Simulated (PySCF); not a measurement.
Compound: C6H12ClFO.
Structure used (PBE0-D3(BJ)/def2-SVP), in Å, numbered top down from 1:
```
atom  x, y, z in Å
C1    -2.4770   -0.8157   -0.1949
C2    -1.7141    0.4731   -0.4589
C3    -0.3338    0.5347    0.1939
C4     0.6477   -0.4543   -0.4198
O5     1.8587   -0.3859    0.2743
C6     2.8248   -1.2726   -0.1970
C7     0.2726    1.9261    0.1241
F8     0.3085    2.3595   -1.1620
Cl9   -0.6596    3.1014    1.0995
H10   -1.9800   -1.6972   -0.6293
H11   -3.4860   -0.7671   -0.6304
H12   -2.5909   -0.9977    0.8857
H13   -1.6037    0.6387   -1.5434
H14   -2.3001    1.3262   -0.0823
H15   -0.4208    0.2913    1.2665
H16    0.7940   -0.2133   -1.4936
H17    0.2282   -1.4782   -0.3702
H18    2.4943   -2.3267   -0.1108
H19    3.0803   -1.0824   -1.2582
H20    3.7310   -1.1403    0.4102
H21    1.2954    1.9340    0.5243
```

Computed at PBE0/pcSseg-1 (PySCF, non-relativistic), with Q(17O) = −0.0256 b, Q(35Cl) = −0.0817 b: O5, 17O (I = 5/2): χzz = 12.10 MHz, η = 0.982; Cl9, 35Cl (I = 3/2): χzz = -72.01 MHz, η = 0.057.

(1) Where would the pure quadrupole (NQR) lines of 17O at O5 fall for the rigid, isolated species?

(2) Where would the pure quadrupole (NQR) lines of 35Cl at Cl9 fall for the rigid, isolated species?

(3) Apply the simplest Townes–Dailey estimate (no s hybridisation, no π bonding), ionic character = 1 − χzz/χ0, where χ0 is the coupling for one missing p electron along the bond: −109.74 MHz for 35Cl.

Answers

(1) From the eigenvalues of H = χ/[4I(2I − 1)] × [3Iz² − I(I + 1) + η(Ix² − Iy²)], steps between neighbouring levels, labelled as for η = 0: ±1/2↔±3/2 3.163 MHz, ±3/2↔±5/2 3.210 MHz (ether oxygen).

(2) From ν = (|χ|/2)√(1 + η²/3): ν = 36.03 MHz (chlorine on a fluorinated carbon). For 37Cl the ratio of quadrupole moments, 0.7881, gives 28.39 MHz.

(3) Cl9 on C7: 1 − (-72.01)/(-109.74) = 0.34. In this model a purely covalent bond gives χ0 and a free halide ion gives zero; s hybridisation or π bonding, where present, is counted here as ionic character.

In a crystal, neighbours and librations shift these lines. With a basis this small, the couplings can be 20 % off.

One conformer stands for the species.
